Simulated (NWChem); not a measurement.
All runs are NWChem calculations. System: HO$_{2}$, charge 0, spin multiplicity 2, at a geometry optimised with UB3LYP/def2-SVP. The structure started from a generated list of species. Its SCF solution wasn't tested for a lower state. Level: UHF/6-311G** (spherical d).

Input file:

```
start mol
memory heap 200 mb stack 900 mb global 1100 mb
geometry units angstroms nocenter noautoz
  O      0.503259    -0.338228     0.000000
  O     -0.652279     0.293189     0.000000
  H      1.192162     0.360315     0.000000
  symmetry group Cs
end
basis spherical
  * library 6-311g**
end
scf
  uhf
  nopen 1
  maxiter 100
  thresh 1e-7
  semidirect memsize 60000000 filesize 0
  # guess.movecs holds the orbitals of an unrestricted PBE0 run
  vectors input guess.movecs output mol.movecs
end
task scf energy
```

Output (cleaned and shortened):

```
             Northwest Computational Chemistry Package (NWChem) 7.3.0
             --------------------------------------------------------

                                NWChem Input Module
                                -------------------

 Scaling coordinates for geometry "geometry" by  1.889725989
 (inverse scale =  0.529177249)

 Turning off AUTOSYM since
 SYMMETRY directive was detected!

                             Geometry "geometry" -> ""
                             -------------------------

 Output coordinates in angstroms (scale by  1.889725989 to convert to a.u.)

  No.       Tag          Charge          X              Y              Z
 ---- ---------------- ---------- -------------- -------------- --------------
    1 O                    8.0000     0.50325900    -0.33822800     0.00000000
    2 O                    8.0000    -0.65227900     0.29318900     0.00000000
    3 H                    1.0000     1.19216200     0.36031500     0.00000000

 Effective nuclear repulsion energy (a.u.)      32.3281791277

            Nuclear Dipole moment (a.u.)
            ----------------------------
        X                 Y               Z
 ---------------- ---------------- ----------------
     0.0000037795     0.0000056692     0.0000000000

      Symmetry information
      --------------------

 Group name             Cs
 Group number              2
 Group order               2
 No. of unique centers     3

      Symmetry unique atoms

     1    2    3


 Summary of "ao basis" -> "" (spherical)
 ------------------------------------------------------------------------------
       Tag                 Description            Shells   Functions and Types
 ---------------- ------------------------------  ------  ---------------------
 *                          6-311g**                  on all atoms

 Summary of "ao basis" -> "ao basis" (spherical)
 ------------------------------------------------------------------------------
       Tag                 Description            Shells   Functions and Types
 ---------------- ------------------------------  ------  ---------------------
[...]
   Bfn.  Coefficient  Atom+Function         Bfn.  Coefficient  Atom+Function
  ----- ------------  ---------------      ----- ------------  ---------------
    39      1.458401  3 H  s                 10     -0.672281  1 O  s
    11     -0.249602  1 O  px                28     -0.192196  2 O  s
    12     -0.180711  1 O  py

 Vector   11  Occ=0.000000D+00  E= 3.867964D-01  Symmetry=a'
              MO Center= -1.1D-01,  3.7D-02,  3.7D-16, r^2= 1.5D+00
   Bfn.  Coefficient  Atom+Function         Bfn.  Coefficient  Atom+Function
  ----- ------------  ---------------      ----- ------------  ---------------
    28      0.992083  2 O  s                 11      0.980898  1 O  px
    29      0.925451  2 O  px                10     -0.868268  1 O  s
    30     -0.519595  2 O  py                12     -0.449614  1 O  py
    25      0.266985  2 O  px                39     -0.267939  3 H  s
    24      0.255338  2 O  s                  7      0.250195  1 O  px

 center of mass
 --------------
 x =  -0.06769544 y =  -0.02045976 z =   0.00000000

 moments of inertia (a.u.)
 ------------------
          11.897652428932          19.145761969339           0.000000000000
          19.145761969339          43.732581270540           0.000000000000
           0.000000000000           0.000000000000          55.630233699472

  Mulliken analysis of the total density
  --------------------------------------

    Atom       Charge   Shell Charges
 -----------   ------   -------------------------------------------------------
    1 O    8     8.23   1.08  0.91  0.91  1.02  2.08  0.81  1.39  0.02
    2 O    8     8.06   1.08  0.91  0.88  1.08  1.95  0.87  1.27  0.02
    3 H    1     0.71   0.26  0.38  0.01  0.06

  Mulliken analysis of the alpha density
  --------------------------------------

    Atom       Charge   Shell Charges
 -----------   ------   -------------------------------------------------------
    1 O    8     4.15   0.54  0.46  0.47  0.52  1.07  0.40  0.68  0.01
    2 O    8     4.50   0.54  0.46  0.56  0.56  1.21  0.43  0.73  0.01
    3 H    1     0.35   0.13  0.19  0.01  0.03

   Mulliken analysis of the beta density
   -------------------------------------

    Atom       Charge   Shell Charges
 -----------   ------   -------------------------------------------------------
    1 O    8     4.08   0.54  0.46  0.43  0.51  1.01  0.41  0.72  0.01
    2 O    8     3.56   0.54  0.46  0.32  0.52  0.73  0.44  0.53  0.01
    3 H    1     0.36   0.13  0.19  0.01  0.03

   Mulliken analysis of the spin density
   -------------------------------------

    Atom       Charge   Shell Charges
 -----------   ------   -------------------------------------------------------
    1 O    8     0.08  -0.00 -0.00  0.04  0.01  0.07 -0.00 -0.04  0.00
    2 O    8     0.94  -0.00  0.00  0.23  0.04  0.48 -0.01  0.20 -0.00
    3 H    1    -0.01  -0.00 -0.01 -0.00  0.00

       Multipole analysis of the density wrt the origin
       ------------------------------------------------

     L   x y z        total         alpha         beta         nuclear
     -   - - -        -----         -----         ----         -------
     0   0 0 0     -0.000000     -9.000000     -8.000000     17.000000

     1   1 0 0      0.680937      0.851074     -0.170140      0.000004
     1   0 1 0      0.477645      0.024578      0.453061      0.000006
     1   0 0 1     -0.000000      0.000000     -0.000000      0.000000

     2   2 0 0     -6.754000    -16.476846    -14.743052     24.465899
     2   1 1 0      1.127031      5.337135      4.582230     -8.792334
     2   1 0 1     -0.000000      0.000000     -0.000000      0.000000
     2   0 2 0     -8.493860     -7.610027     -7.071382      6.187550
     2   0 1 1      0.000000      0.000000      0.000000      0.000000
     2   0 0 2     -7.965118     -4.420793     -3.544325      0.000000

 Task  times  cpu:        0.4s     wall:        0.4s

 Total times  cpu:        0.4s     wall:        0.4s
```
